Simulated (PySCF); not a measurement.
PySCF input (M06-2X/def2-TZVPD):

```python
from pyscf import gto, scf, dft

mol = gto.M(
    atom='''
    C     0.05719976   -0.03873735    0.58722222
    Br    0.89197257    1.36575570   -0.04781967
    Br   -0.90177825   -1.35911502   -0.05284699
    ''',
    basis='def2-tzvpd',
    charge=1,
    spin=1,
    verbose=4,
)

mf = dft.UKS(mol, xc='m062x').density_fit(auxbasis='def2-universal-jkfit')
mf.grids.level = 4
mf.conv_tol = 1e-9
mf.max_cycle = 100
mf.max_memory = 1500
mf.kernel()
if not mf.converged:
    mf = mf.newton()
    mf.kernel(mf.make_rdm1())
for _ in range(2):
    mo, _, stable, _ = mf.stability(return_status=True)
    if stable:
        break
    mf.kernel(mf.make_rdm1(mo, mf.mo_occ))
mf.analyze()
```

Output:

```
PySCF version 2.14.0

[INPUT] verbose = 4
[INPUT] num. atoms = 3
[INPUT] num. electrons = 75
[INPUT] charge = 1
[INPUT] spin (= nelec alpha-beta = 2S) = 1
[INPUT] symmetry False subgroup None
[INPUT] Mole.unit = angstrom
[INPUT] Symbol           X                Y                Z      unit          X                Y                Z       unit  Magmom
[INPUT]  1 C      0.057199760000  -0.038737350000   0.587222220000 AA    0.108091880791  -0.073202982291   1.109689170059 Bohr   0.0
[INPUT]  2 Br     0.891972570000   1.365755700000  -0.047819670000 AA    1.685583867924   2.580904226064  -0.090366079667 Bohr   0.0
[INPUT]  3 Br    -0.901778250000  -1.359115020000  -0.052846990000 AA   -1.704113917590  -2.568355159583  -0.099866337608 Bohr   0.0

nuclear repulsion = 325.499184997078
number of shells = 51
number of NR pGTOs = 276
number of NR cGTOs = 151
basis = def2-tzvpd
ecp = {}

******** <class 'pyscf.df.df_jk.DFUKS'> ********
method = DFUKS
initial guess = minao
damping factor = 0
level_shift factor = 0
DIIS = <class 'pyscf.scf.diis.CDIIS'>
diis_start_cycle = 1
diis_space = 8
diis_damp = 0
SCF conv_tol = 1e-09
SCF conv_tol_grad = None
SCF max_cycles = 100
direct_scf = False
number electrons alpha = 38  beta = 37
XC library pyscf.dft.libxc version 7.1.2
    S. Lehtola, C. Steigemann, M. J. T. Oliveira, and M. A. L. Marques,  SoftwareX 7, 1–5 (2018)
XC functionals = m062x
    Y. Zhao and D. G. Truhlar,  Theor. Chem. Acc. 120, 215 (2008)
    Y. Zhao and D. G. Truhlar,  Theor. Chem. Acc. 120, 215 (2008)
radial grids:
    Treutler-Ahlrichs [JCP 102, 346 (1995); DOI:10.1063/1.469408] (M4) radial grids

becke partition: Becke, JCP 88, 2547 (1988); DOI:10.1063/1.454033
pruning grids: <function nwchem_prune>
grids dens level: 4
symmetrized grids: False
atomic radii adjust function: <function treutler_atomic_radii_adjust>
small_rho_cutoff = 0
Set gradient conv threshold to 3.16228e-05
tot grids = 88984
******** <class 'pyscf.df.df.DF'> ********
auxbasis = def2-universal-jkfit
init E= -5184.73057522322
  alpha nocc = 38  HOMO = -0.180129139399099  LUMO = -0.11351056321195
  beta  nocc = 37  HOMO = -0.348717980001246  LUMO = -0.180129139399096

WARN: HOMO -0.180129139399099 >= LUMO -0.180129139399096

cycle= 1 E= -5185.92565568776  delta_E= -1.2  |g|= 0.463  |ddm|= 1.46
[...]
  beta  nocc = 37  HOMO = -0.604872203784232  LUMO = -0.331904291807984
  HOMO = -0.543656256074  LUMO = -0.331904291808  gap/eV = 5.76206
Extra cycle  E= -5186.04824143318  delta_E= -5.46e-12  |g|= 3.31e-06  |ddm|= 6.39e-06
converged SCF energy = -5186.04824143318  <S^2> = 0.75905523  2S+1 = 2.0090348
uhf_internal: lowest eigs of H = [0.09116979 0.20607977 0.257402  ]
<class 'pyscf.df.df_jk.DFUKS'> wavefunction is stable in the internal stability analysis
**** SCF Summaries ****
Total Energy =                       -5186.048241433177282
Nuclear Repulsion Energy =             325.499184997078146
One-electron Energy =                -7844.173175873709624
Two-electron Energy =                 2332.625749443453969
Two-electron Coulomb Energy =         2520.463761128362876
DFT Exchange-Correlation Energy =     -187.838011684908736
HOMO-LUMO gap [eV] =                     5.762064440123468
**** MO energy ****
                             alpha | beta                alpha | beta
MO #1   energy= -485.675957225668  | -485.675247282097  occ= 1 | 1
MO #2   energy= -485.675956126927  | -485.675246162073  occ= 1 | 1
MO #3   energy= -63.6592487902999  | -63.6588394207691  occ= 1 | 1
MO #4   energy= -63.6592455921027  | -63.6588362959825  occ= 1 | 1
MO #5   energy= -57.4787511685206  | -57.4780038032808  occ= 1 | 1
MO #6   energy= -57.4787457778938  | -57.4779960014252  occ= 1 | 1
MO #7   energy= -57.4766495373936  | -57.4767003780903  occ= 1 | 1
MO #8   energy= -57.4766456639457  | -57.4766965044295  occ= 1 | 1
MO #9   energy= -57.4762760989814  | -57.4751228195207  occ= 1 | 1
MO #10  energy= -57.4762750349883  | -57.4751197306321  occ= 1 | 1
MO #11  energy= -10.9629700261683  | -10.9528604145164  occ= 1 | 1
MO #12  energy= -9.32613173049393  | -9.32519873294206  occ= 1 | 1
MO #13  energy= -9.32612780629633  | -9.32519293436611  occ= 1 | 1
MO #14  energy= -7.14970707618755  | -7.14834209502446  occ= 1 | 1
MO #15  energy= -7.149704459243    | -7.14833899639828  occ= 1 | 1
MO #16  energy= -7.1422412042482   | -7.14247318081061  occ= 1 | 1
MO #17  energy= -7.1422398475839   | -7.14247141693999  occ= 1 | 1
MO #18  energy= -7.14024135531684  | -7.13787667952839  occ= 1 | 1
MO #19  energy= -7.14024003928521  | -7.13787448219333  occ= 1 | 1
MO #20  energy= -3.18371708337528  | -3.18311920827714  occ= 1 | 1
MO #21  energy= -3.1837114029386   | -3.18309761230504  occ= 1 | 1
MO #22  energy= -3.18122170704104  | -3.18093329153295  occ= 1 | 1
MO #23  energy= -3.18121856564034  | -3.18092607191354  occ= 1 | 1
MO #24  energy= -3.17885717463348  | -3.17746417982555  occ= 1 | 1
MO #25  energy= -3.17884672849499  | -3.17746145741089  occ= 1 | 1
MO #26  energy= -3.17230909211794  | -3.17159214919298  occ= 1 | 1
MO #27  energy= -3.17229706666134  | -3.17157839834129  occ= 1 | 1
MO #28  energy= -3.17213834304153  | -3.17123718672505  occ= 1 | 1
MO #29  energy= -3.17212871761244  | -3.17122306361147  occ= 1 | 1
MO #30  energy= -1.24376963546289  | -1.22633008703555  occ= 1 | 1
MO #31  energy= -1.16594477006661  | -1.15474291169072  occ= 1 | 1
MO #32  energy= -0.91836238465363  | -0.888305464216423 occ= 1 | 1
MO #33  energy= -0.774465378277263 | -0.755217127544274 occ= 1 | 1
MO #34  energy= -0.725110973947097 | -0.694069538555637 occ= 1 | 1
MO #35  energy= -0.706340698976902 | -0.679148818080784 occ= 1 | 1
MO #36  energy= -0.620953982650235 | -0.617184083004416 occ= 1 | 1
MO #37  energy= -0.616149871999633 | -0.604872203784232 occ= 1 | 1
MO #38  energy= -0.543656256073547 | -0.331904291807984 occ= 1 | 0
MO #39  energy= -0.342956228365026 | -0.317769117316065 occ= 0 | 0
MO #40  energy= -0.219850729992963 | -0.213111817852734 occ= 0 | 0
MO #41  energy= -0.137497659869955 | -0.137725915267839 occ= 0 | 0
MO #42  energy= -0.135510726565051 | -0.126339663416866 occ= 0 | 0
MO #43  energy= -0.103391171468558 | -0.102141453959436 occ= 0 | 0
MO #44  energy= -0.102515181738422 | -0.101664117778957 occ= 0 | 0
MO #45  energy= -0.100136564119533 | -0.0968891539964235 occ= 0 | 0
MO #46  energy= -0.0729934578239351 | -0.0720785751978374 occ= 0 | 0
MO #47  energy= -0.0717746044252928 | -0.0711408851946581 occ= 0 | 0
MO #48  energy= -0.0620002130039687 | -0.0625036551404183 occ= 0 | 0
MO #49  energy= -0.0598345243437695 | -0.0582694067734427 occ= 0 | 0
MO #50  energy= -0.0543134086084693 | -0.0577893298804993 occ= 0 | 0
MO #51  energy= -0.0283264154443947 | -0.0279132893234837 occ= 0 | 0
MO #52  energy= -0.0112773945343491 | -0.0113001144209041 occ= 0 | 0
MO #53  energy= -0.00873473349105298 | -0.00780690154124439 occ= 0 | 0
MO #54  energy= 0.000143370788074755 | 0.000975818129158479 occ= 0 | 0
MO #55  energy= 0.0114701360883651 | 0.0117200526641286 occ= 0 | 0
MO #56  energy= 0.0337616699096554 | 0.0294692961018268 occ= 0 | 0
MO #57  energy= 0.0479036037396946 | 0.0490434720337975 occ= 0 | 0
MO #58  energy= 0.0496763283602234 | 0.0494652202322789 occ= 0 | 0
MO #59  energy= 0.0853717758952399 | 0.0861734175963732 occ= 0 | 0
MO #60  energy= 0.108340431012911  | 0.0981480393747287 occ= 0 | 0
MO #61  energy= 0.114003858828943  | 0.103763641450829  occ= 0 | 0
MO #62  energy= 0.116405949178769  | 0.105320593453084  occ= 0 | 0
MO #63  energy= 0.136868176830233  | 0.131745307790075  occ= 0 | 0
MO #64  energy= 0.158439232860608  | 0.146825685751351  occ= 0 | 0
MO #65  energy= 0.160111691648807  | 0.159616335559253  occ= 0 | 0
MO #66  energy= 0.167129456180307  | 0.161297905081939  occ= 0 | 0
MO #67  energy= 0.174249581505994  | 0.17583511731935   occ= 0 | 0
MO #68  energy= 0.202054425156884  | 0.206183891836595  occ= 0 | 0
MO #69  energy= 0.225649443796662  | 0.228096639241494  occ= 0 | 0
MO #70  energy= 0.244169345266847  | 0.235374674886279  occ= 0 | 0
MO #71  energy= 0.246017968341271  | 0.244628135338811  occ= 0 | 0
MO #72  energy= 0.261480691282668  | 0.263945752275542  occ= 0 | 0
MO #73  energy= 0.264945907701757  | 0.27147368929039   occ= 0 | 0
MO #74  energy= 0.280366865590264  | 0.281342711966485  occ= 0 | 0
MO #75  energy= 0.283501798708799  | 0.28438321019635   occ= 0 | 0
MO #76  energy= 0.287941595972047  | 0.292658493647532  occ= 0 | 0
MO #77  energy= 0.320675971613419  | 0.318956917385908  occ= 0 | 0
MO #78  energy= 0.364796651686218  | 0.356835102034235  occ= 0 | 0
MO #79  energy= 0.366406626744899  | 0.360095744190182  occ= 0 | 0
MO #80  energy= 0.38587868794403   | 0.385318841620788  occ= 0 | 0
MO #81  energy= 0.389878434446546  | 0.386172306832098  occ= 0 | 0
MO #82  energy= 0.414818059790519  | 0.41582427115867   occ= 0 | 0
MO #83  energy= 0.424162533855745  | 0.427623528086482  occ= 0 | 0
MO #84  energy= 0.500080320094651  | 0.505017120661192  occ= 0 | 0
MO #85  energy= 0.512921528812966  | 0.510531535493307  occ= 0 | 0
MO #86  energy= 0.649529867888283  | 0.657809475217046  occ= 0 | 0
MO #87  energy= 0.683976787169883  | 0.692621542823762  occ= 0 | 0
MO #88  energy= 0.758128143386603  | 0.765041980523375  occ= 0 | 0
MO #89  energy= 0.794090575748641  | 0.802404000694985  occ= 0 | 0
MO #90  energy= 0.85467851694041   | 0.862522333166197  occ= 0 | 0
MO #91  energy= 1.0377841207579    | 1.03457197551225   occ= 0 | 0
MO #92  energy= 1.08508020905516   | 1.08619244641904   occ= 0 | 0
MO #93  energy= 1.18755820285446   | 1.19239707708469   occ= 0 | 0
MO #94  energy= 1.20994051028815   | 1.23165335156952   occ= 0 | 0
MO #95  energy= 1.23360731330644   | 1.23538884482196   occ= 0 | 0
MO #96  energy= 1.25861997435218   | 1.2597661283954    occ= 0 | 0
MO #97  energy= 1.26283583478696   | 1.26573957255384   occ= 0 | 0
MO #98  energy= 1.26474672560065   | 1.26746496514496   occ= 0 | 0
MO #99  energy= 1.26744539040592   | 1.26969478017519   occ= 0 | 0
MO #100 energy= 1.29131708044177   | 1.29547834408199   occ= 0 | 0
MO #101 energy= 1.29167930585118   | 1.29650630884298   occ= 0 | 0
MO #102 energy= 1.29654935982248   | 1.30013821510397   occ= 0 | 0
MO #103 energy= 1.29747224816645   | 1.30188346584558   occ= 0 | 0
MO #104 energy= 1.30150874934324   | 1.30862308556633   occ= 0 | 0
[...]
```
